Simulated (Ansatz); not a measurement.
Spectroscopic constants of AuCl, closed-shell singlet (the spin of the measured ground state). No spin–orbit coupling.

D_e counts from the fitted minimum to each atom's lowest state at the same level, without counterpoise. The singlet is restricted.

Correlated levels freeze the inner cores; with def2 sets outer-core shells near the valence are correlated too. CBS(a, b) extrapolates the correlation energy as X⁻³ and adds the Hartree–Fock energy of set b.

The values were computed with Ansatz (a program for electronic structure) with Gaussian orbitals. Values without a source in brackets are computed. In def2 rows elements past Kr take small-core potentials, without spin–orbit coupling.

```json
[
 {"level": "SVWN5/def2-TZVPP", "bond energy D_e (eV)": "3.722"},
 {"level": "PBE/def2-TZVPP", "bond energy D_e (eV)": "3.027"},
 {"level": "B3LYP/def2-TZVPP", "bond energy D_e (eV)": "2.680"},
 {"level": "PBE0/def2-TZVPP", "bond energy D_e (eV)": "2.851"},
 {"level": "BHLYP/def2-TZVPP", "bond energy D_e (eV)": "2.496"},
 {"level": "CAM-B3LYP/def2-TZVPP", "bond energy D_e (eV)": "2.725"},
 {"level": "wB97X-V/def2-TZVPP", "bond energy D_e (eV)": "___"},
 {"level": "CCSD/def2-QZVPP", "bond energy D_e (eV)": "2.758"},
 {"level": "CCSD(T)/CBS(def2-TZVPP, def2-QZVPP)", "bond energy D_e (eV)": "3.025"}
]
```

Task: Fill in the missing entries.

Result: 
- wB97X-V/def2-TZVPP, bond energy D_e (eV): 2.922
